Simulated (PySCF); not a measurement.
# Running PySCF for Sn2⁺

The script input.py:

```python
from pyscf import gto, scf, mp

mol = gto.M(
    atom='Sn 0 0 0; Sn 0 0 2.66',
    basis='lanl2dz',
    ecp={'Sn': 'lanl2dz'},
    charge=1,
    spin=3,
    verbose=4,
)
mf = scf.RHF(mol)
mf.kernel()
mp.MP2(mf).kernel()
mf.dip_moment()
print('orbital energies (hartree):', mf.mo_energy[..., max(0, mol.nelec[1]-3):mol.nelec[0]+3].round(4))
```

```bash
$ OMP_NUM_THREADS=1 python input.py
```

The log (some set-up lines and the per-cycle HOMO/LUMO lines with their warnings removed):

```
PySCF version 2.14.0

[INPUT] verbose = 4
[INPUT] num. atoms = 2
[INPUT] num. electrons = 7
[INPUT] charge = 1
[INPUT] spin (= nelec alpha-beta = 2S) = 3
[INPUT] symmetry False subgroup None
[INPUT] Mole.unit = angstrom
[INPUT] Symbol           X                Y                Z      unit          X                Y                Z       unit  Magmom
[INPUT]  1 Sn     0.000000000000   0.000000000000   0.000000000000 AA    0.000000000000   0.000000000000   0.000000000000 Bohr   0.0
[INPUT]  2 Sn     0.000000000000   0.000000000000   2.660000000000 AA    0.000000000000   0.000000000000   5.026671491343 Bohr   0.0

nuclear repulsion = 3.18302081756391
number of shells = 8
number of NR pGTOs = 24
number of NR cGTOs = 16
basis = lanl2dz
ecp = {'Sn': 'lanl2dz'}

******** <class 'pyscf.scf.rohf.ROHF'> ********
method = ROHF
initial guess = minao
damping factor = 0
level_shift factor = 0
DIIS = <class 'pyscf.scf.diis.CDIIS'>
diis_start_cycle = 1
diis_space = 8
diis_damp = 0
SCF conv_tol = 1e-09
SCF conv_tol_grad = None
SCF max_cycles = 50
direct_scf = True
direct_scf_tol = 1e-13
num. doubly occ = 2  num. singly occ = 3
Set gradient conv threshold to 3.16228e-05
init E= 7.82714804081148
cycle= 1 E= -6.17714995155841  delta_E=  -14  |g|= 0.484  |ddm|= 2.64
cycle= 2 E= -6.24903626036599  delta_E= -0.0719  |g|= 0.0264  |ddm|= 0.696
cycle= 3 E= -6.24935002488779  delta_E= -0.000314  |g|= 0.00216  |ddm|= 0.0404
cycle= 4 E= -6.24935445755469  delta_E= -4.43e-06  |g|= 0.000217  |ddm|= 0.00551
cycle= 5 E= -6.24935450283861  delta_E= -4.53e-08  |g|= 2.41e-05  |ddm|= 0.000598
cycle= 6 E= -6.24935450392671  delta_E= -1.09e-09  |g|= 3.16e-06  |ddm|= 6.66e-05
cycle= 7 E= -6.24935450395222  delta_E= -2.55e-11  |g|= 1.47e-07  |ddm|= 1.27e-05
Extra cycle  E= -6.24935450395225  delta_E= -2.66e-14  |g|= 3.77e-08  |ddm|= 4.26e-07
converged SCF energy = -6.24935450395225

WARN: RMP2 method does not support ROHF method. ROHF object is converted to UHF object and UMP2 method is called.

******** <class 'pyscf.mp.ump2.UMP2'> ********
nocc = (np.int64(5), np.int64(2)), nmo = (16, 16)
E(UMP2) = -6.29824555773658  E_corr = -0.0488910537843317
E(SCS-UMP2) = -6.29598760938039  E_corr = -0.0466331054281437
E_corr(same-spin) = -0.013887875899678
E_corr(oppo-spin) = -0.0350031778846537

WARN: System has nonzero charge 1; the dipole moment is origin-dependent.
Location of origin: [0. 0. 0.]

Dipole moment(X, Y, Z, Debye): -0.00000, -0.00000,  6.38826
orbital energies (hartree): [-0.8276 -0.6435 -0.3575 -0.3377 -0.3377 -0.1643 -0.1643 -0.0593]
```

In short: E(SCF) = -6.249355 Eh, 7 cycles, E(MP2) − E(SCF) = -0.04889 Eh.

It ran on Intel Xeon Platinum 8259CL @ 2.50GHz (1 thread, shared host) in 1 s.

The bond length is a typed value, not an optimised one. On these ROHF orbitals the MP2 class gives a UMP2 expression without the singles term, not ROMP2. The dipole of an ion depends on the origin. No search for the lowest solution was made.
